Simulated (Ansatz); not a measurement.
Born–Oppenheimer molecular dynamics of Cl2FH2NZr (7 atoms, charge 0, multiplicity 1). It goes on from the last frame of an earlier run, with new velocities.

These are results of Ansatz, RKS PBE0-D4/def2-SVP, not measurements.

```
ensemble        : NVT, Langevin thermostat
time step       : 0.5 fs
steps asked     : 250
set temperature : 1500 K
friction        : 0.05 /fs
seed            : 553940
```

Frames 2.5 fs apart, positions in Å, forces in eV/Å.

Velocities at 65 fs (Å/ps):

```
Zr 0.98 2.11 2.46
F 10.28 15.38 -1.36
Cl -4.19 -12.29 0.64
Cl -14.77 0.73 12.33
N -14.29 -5.49 3.49
H 14.43 11.28 59.67
H -41.75 -31.74 -18.02
```

```xyz
7
Properties=species:S:1:pos:R:3:forces:R:3 time_fs=65 energy_less_start_eV=1.103 T=2130
Zr 0.071 -0.044 -0.037 -0.09 -1.91 -8.23
F 0.320 0.565 1.558 0.77 1.99 6.95
Cl 2.171 -0.140 -1.240 -0.72 -0.06 0.47
Cl -1.245 1.744 -0.894 0.21 -0.18 0.08
N -1.183 -1.585 -0.381 -0.74 2.98 2.91
H -1.997 -1.068 0.164 1.24 -1.89 -1.43
H -1.528 -2.220 -1.055 -0.68 -0.93 -0.75
7
Properties=species:S:1:pos:R:3:forces:R:3 time_fs=67.5 energy_less_start_eV=0.971 T=1823
Zr 0.071 -0.040 -0.035 -0.51 -1.86 -6.65
F 0.340 0.606 1.579 0.58 1.39 5.16
Cl 2.160 -0.170 -1.234 -0.68 -0.02 0.42
Cl -1.276 1.747 -0.865 0.33 -0.28 0.09
N -1.222 -1.598 -0.378 0.06 0.99 0.46
H -1.916 -1.098 0.258 -0.17 -1.59 -1.10
H -1.617 -2.291 -1.082 0.39 1.37 1.61
7
Properties=species:S:1:pos:R:3:forces:R:3 time_fs=70 energy_less_start_eV=0.713 T=1586
Zr 0.072 -0.041 -0.038 -0.67 -1.08 -3.79
F 0.353 0.645 1.630 0.18 0.32 2.31
Cl 2.153 -0.194 -1.219 -0.65 0.00 0.35
Cl -1.301 1.746 -0.846 0.46 -0.40 0.09
N -1.261 -1.606 -0.360 3.68 2.27 0.71
H -1.868 -1.177 0.289 -2.20 -0.09 1.08
H -1.672 -2.254 -0.973 -0.80 -1.02 -0.77
7
Properties=species:S:1:pos:R:3:forces:R:3 time_fs=72.5 energy_less_start_eV=0.458 T=1734
Zr 0.073 -0.046 -0.045 -0.97 -0.23 -1.33
F 0.371 0.686 1.676 -0.13 -0.52 0.19
Cl 2.144 -0.206 -1.200 -0.49 -0.03 0.19
Cl -1.312 1.750 -0.835 0.56 -0.52 0.08
N -1.265 -1.620 -0.337 1.55 2.48 1.61
H -1.958 -1.295 0.353 -0.30 -0.51 -0.14
H -1.707 -2.268 -0.950 -0.23 -0.67 -0.60
7
Properties=species:S:1:pos:R:3:forces:R:3 time_fs=75 energy_less_start_eV=0.683 T=1237
Zr 0.072 -0.052 -0.058 -1.28 0.41 0.45
F 0.388 0.725 1.707 -0.31 -1.06 -1.13
Cl 2.132 -0.217 -1.180 -0.22 -0.06 -0.02
Cl -1.324 1.744 -0.829 0.59 -0.55 0.03
N -1.256 -1.631 -0.319 -2.62 0.18 1.37
H -2.087 -1.460 0.422 2.31 -0.41 -1.82
H -1.742 -2.344 -0.968 1.53 1.48 1.12
7
Properties=species:S:1:pos:R:3:forces:R:3 time_fs=77.5 energy_less_start_eV=0.693 T=1528
Zr 0.069 -0.060 -0.072 -1.66 0.80 1.65
F 0.397 0.756 1.729 -0.43 -1.43 -1.95
Cl 2.110 -0.222 -1.159 0.17 -0.10 -0.27
Cl -1.342 1.735 -0.821 0.62 -0.58 0.00
N -1.257 -1.649 -0.304 -1.36 -0.33 0.27
H -2.070 -1.571 0.355 0.92 0.50 0.04
H -1.740 -2.403 -0.882 1.74 1.14 0.27
7
Properties=species:S:1:pos:R:3:forces:R:3 time_fs=80 energy_less_start_eV=1.101 T=1414
Zr 0.064 -0.069 -0.084 -1.86 1.32 2.42
F 0.426 0.790 1.739 -0.55 -1.70 -2.46
Cl 2.093 -0.231 -1.143 0.47 -0.15 -0.46
Cl -1.357 1.735 -0.815 0.68 -0.68 0.01
N -1.257 -1.657 -0.288 3.72 3.90 0.95
H -2.007 -1.653 0.321 -2.18 1.23 2.81
H -1.602 -2.424 -0.710 -0.27 -3.91 -3.27
7
Properties=species:S:1:pos:R:3:forces:R:3 time_fs=82.5 energy_less_start_eV=0.825 T=1474
Zr 0.061 -0.074 -0.092 -1.72 1.96 2.94
F 0.463 0.820 1.751 -0.67 -1.88 -2.75
Cl 2.079 -0.241 -1.136 0.75 -0.21 -0.62
Cl -1.369 1.726 -0.809 0.65 -0.66 -0.01
N -1.245 -1.645 -0.286 -0.14 -1.18 0.60
H -2.013 -1.672 0.405 0.21 0.72 -0.01
H -1.415 -2.611 -0.666 0.93 1.25 -0.16
7
Properties=species:S:1:pos:R:3:forces:R:3 time_fs=85 energy_less_start_eV=1.162 T=913
Zr 0.060 -0.071 -0.101 -1.86 1.98 3.18
F 0.500 0.834 1.745 -0.77 -1.92 -2.80
Cl 2.065 -0.241 -1.132 1.06 -0.25 -0.80
Cl -1.378 1.720 -0.809 0.60 -0.62 -0.03
N -1.239 -1.656 -0.281 -0.18 -2.79 0.36
H -2.022 -1.590 0.450 1.13 -0.30 -1.39
H -1.243 -2.735 -0.697 0.02 3.90 1.47
7
Properties=species:S:1:pos:R:3:forces:R:3 time_fs=87.5 energy_less_start_eV=0.891 T=966
Zr 0.058 -0.072 -0.101 -2.11 1.91 3.15
F 0.531 0.831 1.725 -0.82 -1.88 -2.68
Cl 2.051 -0.239 -1.133 1.24 -0.29 -0.90
Cl -1.385 1.721 -0.804 0.60 -0.66 -0.01
N -1.240 -1.681 -0.274 -0.03 1.42 1.96
H -2.046 -1.550 0.445 1.51 -0.77 -1.76
H -1.113 -2.647 -0.592 -0.39 0.27 0.25
7
Properties=species:S:1:pos:R:3:forces:R:3 time_fs=90 energy_less_start_eV=0.923 T=1037
Zr 0.055 -0.070 -0.098 -2.41 1.72 3.04
F 0.562 0.821 1.698 -0.85 -1.78 -2.46
Cl 2.037 -0.236 -1.127 1.45 -0.32 -1.03
Cl -1.392 1.723 -0.786 0.59 -0.67 -0.01
N -1.253 -1.703 -0.255 0.60 4.97 1.90
H -2.034 -1.548 0.420 0.47 -0.84 -0.85
H -1.035 -2.604 -0.502 0.14 -3.08 -0.59
7
Properties=species:S:1:pos:R:3:forces:R:3 time_fs=92.5 energy_less_start_eV=1.024 T=1052
Zr 0.054 -0.065 -0.096 -2.81 1.49 3.00
F 0.600 0.799 1.679 -0.88 -1.65 -2.25
Cl 2.023 -0.235 -1.113 1.81 -0.37 -1.24
Cl -1.400 1.726 -0.766 0.57 -0.64 -0.02
N -1.274 -1.713 -0.240 4.51 0.94 -1.59
H -1.965 -1.521 0.419 -2.11 -0.64 1.49
H -0.938 -2.680 -0.447 -1.10 0.88 0.61
```

Of the whole run (125 fs, mean temperature of the second half 1461 K): A run of 0.12 ps of so small a system gives no equilibrium averages.

Run time: 17 min on 2 threads of Arm Neoverse V1, on a shared host, peak memory 0.24 GiB.
